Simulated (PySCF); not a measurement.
**As: electron affinity**

As⁻ [Ar] 3d10 4s2 4p4 (3P) → As [Ar] 3d10 4s2 4p3 (4S), as a difference of total energies. Calculation: PySCF 2.14, in x2c-QZVPPall with one added diffuse shell each of s, p, d, f type (12s9p6d5f1g, 113 functions); scalar relativity by spin-free X2C-1e. Correlated levels: valence: [Ar] 3d10 frozen; valence and next inner shell: [Ne] frozen. The calculations carry no spin-orbit coupling.

```json
{"method": "UHF", "electron affinity (eV)": "-0.298"}
{"method": "LDA", "electron affinity (eV)": "1.064"}
{"method": "PBE", "electron affinity (eV)": "0.848"}
{"method": "PBE0", "electron affinity (eV)": "0.751"}
{"method": "r2SCAN", "electron affinity (eV)": "0.801"}
{"method": "r2SCANh", "electron affinity (eV)": "0.779"}
{"method": "CAM-B3LYP", "electron affinity (eV)": "0.897"}
{"method": "PW91", "electron affinity (eV)": "0.893"}
{"method": "MP2 (valence)", "electron affinity (eV)": "0.505"}
{"method": "SCS-MP2 (valence)", "electron affinity (eV)": "0.577"}
{"method": "MP2 (valence and next inner shell)", "electron affinity (eV)": "0.507"}
{"method": "SCS-MP2 (valence and next inner shell)", "electron affinity (eV)": "0.572"}
```

A first-order spin-orbit estimate (lowest level to lowest level, LS coupling) adds 0.067 eV.

Errors of the correlated levels include the incompleteness of this basis and the frozen core.

A negative affinity means that the anion lies above the atom at that level of theory.

In the anion the highest occupied orbital energy is positive at LDA, PBE, PBE0, r2SCAN, r2SCANh, PW91, a self-interaction effect; the basis confines that electron, and the energy difference can still be sensible.

For comparison: 0.804 eV (measured; photodetachment measurements, as compiled on the Wikipedia data page of electron affinities).
